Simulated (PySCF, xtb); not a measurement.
C4HCl2F, SMILES C#CC(F)=C(Cl)Cl.

Harmonic wavenumbers (cm⁻¹) from xtb 6.7.1 with GFN2-xTB at its own minimum, in rising order: 93, 99, 190, 243, 246, 367, 388, 433, 492, 562, 652, 687, 839, 917, 1208, 1605, 2244, 3394.

### Question
What does PBE0-D3(BJ)/def2-SVP in PySCF give at its own minimum? (The exact figures need the calculation; the answer reports its results.)

### Answer
102, 124, 232, 272, 283, 413, 436, 479, 629, 648, 671, 744, 959, 1025, 1331, 1703, 2239, 3486. Paired by order, the mean absolute difference is 63 cm⁻¹ and the zero-point energies are 21.0 and 22.6 kcal/mol.
